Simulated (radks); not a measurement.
Question: Ru13+, configuration [Ar] 3d10 4s2 4p1 (the NIST ground configuration). Method: Dirac Kohn-Sham, relativistic LDA (MacDonald-Vosko exchange, VWN5 correlation), spin-unpolarised, spherical densities, finite nucleus; open shells fill j = l - 1/2 first; Fermi nuclear charge, rms radius 4.4809 fm; computed with a radial shooting solver on a logarithmic mesh with Libxc functionals.

Spin-orbit splittings of the eigenvalues, e(l+1/2) - e(l-1/2), with zeta = 2 splitting/(2l+1) and mean radii in bohr:

| shell | occ. | splitting (eV) | zeta (eV) | <r> j=l-1/2 | <r> j=l+1/2 |
|---|---|---|---|---|---|
| 2p | 6 | 130.0 | 86.69 | 0.1238 | 0.1285 |
| 3p | 6 | 22.51 | 15.01 | 0.3928 | 0.4031 |
| 3d | 10 | ? | ? | 0.3757 | 0.3790 |
| 4p | 1 | 5.177 | 3.451 | 0.9349 | 0.9517 |

Estimate the 3d splitting.

Answer: 4.467 eV (zeta = 1.787 eV).
